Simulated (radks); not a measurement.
The table gives one normalised radial function P(r) = r R(r) (large component) of Pd in [Kr] 4d10 (r in bohr). Calculated with a radial shooting solver on a logarithmic mesh with Libxc functionals: Dirac Kohn-Sham, relativistic LDA (MacDonald-Vosko exchange, VWN5 correlation), spin-unpolarised, spherical densities, finite nucleus; Fermi nuclear charge, rms radius 4.5318 fm.

| r | P |
|---|---|
| 0.001252 | 0.0538 |
| 0.001644 | 0.0682 |
| 0.002158 | 0.0859 |
| 0.002832 | 0.1074 |
| 0.003747 | 0.1336 |
| 0.004919 | 0.1626 |
| 0.006456 | 0.1940 |
| 0.008475 | 0.2250 |
| 0.01112 | 0.2508 |
| 0.0146 | 0.2634 |
| 0.01916 | 0.2518 |
| 0.02516 | 0.2027 |
| 0.03328 | 0.1007 |
| 0.04369 | -0.0504 |
| 0.05734 | -0.2316 |
| 0.07527 | -0.3876 |
| 0.0988 | -0.4303 |
| 0.1297 | -0.2751 |
| 0.1702 | 0.0825 |
| 0.2234 | 0.4913 |
| 0.2956 | 0.6654 |
| 0.388 | 0.3636 |
| 0.5093 | -0.3217 |
| 0.6685 | -0.9803 |
| 0.8775 | -1.1962 |
| 1.152 | -0.9298 |
| 1.512 | -0.4951 |
| 1.984 | -0.1804 |
| 2.626 | -0.0408 |
| 3.446 | -0.0057 |
| 4.524 | -0.0004 |
| 5.938 | 0.0000 |

Which n and l does it have? It may be an empty orbital.

Answer. n = 4, l = 0: the number of nodes gives n - l - 1 = 3, the rise at small r points to l (this Dirac orbital starts outside the nucleus as r^gamma with gamma = sqrt((l + 1)^2 - (Z/c)^2) = 0.94; the j = 1/2 orbital of l + 1 starts with the same power, but with a smaller coefficient, and then steepens), and the extent must fit the shell. The curve is that of 4s1/2. 4s1/2: eigenvalue -85.077 eV, 3 radial nodes at r = 0.0402, 0.161, 0.453 bohr, <r> = 0.947 bohr, 90 % of the charge inside 1.38 bohr.
